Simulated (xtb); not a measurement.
xtb input (GFN2-xTB):

```bash
xtb mol.xyz --gfn 2 --sp --chrg -1 --uhf 0
```
mol.xyz:
```
13

Ge     1.67163461    -0.06922280    -0.29331922
C     -0.35095166    -0.03957967     0.01211077
C     -1.26687799    -0.87063549    -0.54216866
C     -2.62055580    -0.54231611    -0.08829356
C     -2.56975575     0.50568549     0.75595942
C     -1.12774277     0.91701806     0.89385100
H      2.00539692    -0.20624113     1.29052214
H      1.80541874     1.54909252    -0.22551547
H     -1.03846456    -1.67448774    -1.23258067
H     -3.52163543    -1.06511378    -0.39213357
H     -3.40848475     0.98108231     1.24847290
H     -0.76803215     0.85685945     1.92738281
H     -0.95120214     1.95290452     0.58131275
```

End of the output:

```
         :::::::::::::::::::::::::::::::::::::::::::::::::::::
         ::                     SUMMARY                     ::
         :::::::::::::::::::::::::::::::::::::::::::::::::::::
         :: total energy             -16.336521183959 Eh    ::
         :: gradient norm              0.031679986586 Eh/a0 ::
         :: HOMO-LUMO gap              1.811197864246 eV    ::
         ::.................................................::
         :: SCC energy               -16.567183521628 Eh    ::
         :: -> isotropic ES            0.109057568093 Eh    ::
         :: -> anisotropic ES          0.010808539617 Eh    ::
         :: -> anisotropic XC          0.009766915488 Eh    ::
         :: -> dispersion             -0.012403046104 Eh    ::
         :: repulsion energy           0.230662337668 Eh    ::
         :: add. restraining           0.000000000000 Eh    ::
         :: total charge              -1.000000000000 e     ::
         :::::::::::::::::::::::::::::::::::::::::::::::::::::

           -------------------------------------------------
          |                Property Printout                |
           -------------------------------------------------

    * Orbital Energies and Occupations

         #    Occupation            Energy/Eh            Energy/eV
      -------------------------------------------------------------
         1        2.0000           -0.4690495             -12.7635
       ...           ...                  ...                  ...
         4        2.0000           -0.3825110             -10.4087
         5        2.0000           -0.3637009              -9.8968
         6        2.0000           -0.3553413              -9.6693
         7        2.0000           -0.3313783              -9.0173
         8        2.0000           -0.3235222              -8.8035
         9        2.0000           -0.2919941              -7.9456
        10        2.0000           -0.2832603              -7.7079
        11        2.0000           -0.2617927              -7.1237
        12        2.0000           -0.2576244              -7.0103
        13        2.0000           -0.2021945              -5.5020
        14        2.0000           -0.1889469              -5.1415
        15        2.0000           -0.1833698              -4.9897
        16        2.0000           -0.1317968              -3.5864 (HOMO)
        17                         -0.0652365              -1.7752 (LUMO)
        18                          0.0210545               0.5729
        19                          0.0800035               2.1770
        20                          0.0945205               2.5720
        21                          0.2351554               6.3989
        22                          0.2504469               6.8150
        23                          0.2826283               7.6907
        24                          0.2901545               7.8955
        25                          0.2973313               8.0908
        26                          0.3062841               8.3344
        27                          0.3187833               8.6745
       ...                                ...                  ...
        36                          1.0571911              28.7676
      -------------------------------------------------------------
                  HL-Gap            0.0665603 Eh            1.8112 eV
             Fermi-level           -0.0985167 Eh           -2.6808 eV

     #   Z          covCN         q      C6AA      α(0)
     1  32 Ge       2.636     0.009   222.543    29.128
     2   6 C        2.881    -0.105    30.635     9.074
     3   6 C        3.001    -0.076    29.888     8.968
     4   6 C        2.976    -0.051    29.258     8.873
     5   6 C        2.955    -0.073    29.825     8.958
     6   6 C        3.908    -0.039    21.212     6.546
     7   1 H        0.882    -0.287    20.433     7.076
     8   1 H        0.881    -0.294    21.658     7.285
     9   1 H        0.925    -0.040     3.859     3.072
    10   1 H        0.925    -0.040     3.863     3.073
    11   1 H        0.925    -0.036     3.774     3.038
    12   1 H        0.924     0.018     2.771     2.603
    13   1 H        0.924     0.015     2.807     2.620

 Mol. C6AA /au·bohr⁶  :       3543.045691
 Mol. C8AA /au·bohr⁸  :     120831.395205
 Mol. α(0) /au        :        100.313512

Wiberg/Mayer (AO) data.
largest (>0.10) Wiberg bond orders for each atom

 ---------------------------------------------------------------------------
     #   Z sym  total        # sym  WBO       # sym  WBO       # sym  WBO
 ---------------------------------------------------------------------------
     1  32 Ge   2.609 --     8 H    0.894     7 H    0.887     2 C    0.816
     2   6 C    3.803 --     3 C    1.767     6 C    1.026     1 Ge   0.816
                             5 C    0.126
     3   6 C    3.970 --     2 C    1.767     4 C    1.146     9 H    0.975
     4   6 C    3.983 --     5 C    1.787     3 C    1.146    10 H    0.970
     5   6 C    3.979 --     4 C    1.787     6 C    1.028    11 H    0.970
                             2 C    0.126
     6   6 C    3.988 --     5 C    1.028     2 C    1.026    13 H    0.946
                            12 H    0.946
     7   1 H    0.918 --     1 Ge   0.887
     8   1 H    0.913 --     1 Ge   0.894
     9   1 H    0.998 --     3 C    0.975
    10   1 H    0.998 --     4 C    0.970
    11   1 H    0.997 --     5 C    0.970
    12   1 H    1.000 --     6 C    0.946
    13   1 H    1.000 --     6 C    0.946
 ---------------------------------------------------------------------------

Topologies differ in total number of bonds
Writing topology from bond orders to xtbtopo.mol

molecular dipole:
                 x           y           z       tot (Debye)
 q only:       -0.590      -0.478      -0.547
   full:       -1.631      -0.151      -0.039       4.164
molecular quadrupole (traceless):
                xx          xy          yy          xz          yz          zz
 q only:      -11.584      -4.643       4.924      -2.651      -0.092       6.660
  q+dip:      -13.921      -2.691       6.900      -0.306       1.841       7.021
   full:      -13.014      -2.627       6.337      -0.068       0.060       6.677
Note: The following floating-point exceptions are signalling: IEEE_UNDERFLOW_FLAG IEEE_DENORMAL
normal termination of xtb

           -------------------------------------------------
          | TOTAL ENERGY              -16.336521183959 Eh   |
          | GRADIENT NORM               0.031679986586 Eh/α |
          | HOMO-LUMO GAP               1.811197864246 eV   |
           -------------------------------------------------

------------------------------------------------------------------------
------------------------------------------------------------------------
 total:
 SCF:
```

It need not be the lowest isomer of its formula. Whether it binds its extra electron was not tested at this geometry.
